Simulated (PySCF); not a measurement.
First SCF of a structure search on doublet KSe₂, at a hand-made side-on geometry. PySCF input:

```python
from pyscf import gto, scf, dft
mol = gto.M(atom='''
K      0.000000     0.000000     0.000000
Se     1.170000     0.000000     2.993000
Se    -1.170000     0.000000     2.993000''',
    basis={'K': 'def2-SVP', 'Se': 'def2-SVP'},
    charge=0, spin=1)
mf = dft.UKS(mol, xc='PBE')
mf.grids.atom_grid = (50, 194)
aux = {'K': 'def2-universal-JKFIT', 'Se': 'def2-universal-JKFIT'}
mf = mf.density_fit(auxbasis=aux)
mf.conv_tol = 1e-08
mf.diis_space = 10
mf.max_cycle = 60
mf.init_guess = 'minao'
mf.verbose = 4
mf.kernel()
```

Excerpt of the output (cycles alone):

```
init E= -5399.74121449528
cycle= 1 E= -5401.47379999699  delta_E= -1.73  |g|= 0.202  |ddm|= 1.55
cycle= 2 E= -5401.46920197007  delta_E= 0.0046  |g|= 0.183  |ddm|= 0.896
cycle= 3 E= -5401.49782912656  delta_E= -0.0286  |g|= 0.0782  |ddm|= 0.562
cycle= 4 E= -5401.5005071312  delta_E= -0.00268  |g|= 0.00307  |ddm|= 0.0956
cycle= 5 E= -5401.50051639779  delta_E= -9.27e-06  |g|= 0.000475  |ddm|= 0.0109
cycle= 6 E= -5401.50051655924  delta_E= -1.61e-07  |g|= 0.000223  |ddm|= 0.00138
cycle= 7 E= -5401.50051659781  delta_E= -3.86e-08  |g|= 4.41e-05  |ddm|= 0.000461
cycle= 8 E= -5401.50051659918  delta_E= -1.38e-09  |g|= 8.13e-06  |ddm|= 6.9e-05
Extra cycle  E= -5401.5005165992  delta_E= -1.27e-11  |g|= 7.47e-06  |ddm|= 2.37e-05
converged SCF energy = -5401.5005165992  <S^2> = 0.75147352  2S+1 = 2.001473
```

No lower solution of this spin was found from smeared starts or by a stability analysis within the unrestricted form.

The search for the lowest solution, 3 starts and the stability check together, took 16 s on 2 threads of a shared Arm Neoverse V1 host, with 88 basis functions; the process peaked at 0.35 GiB.
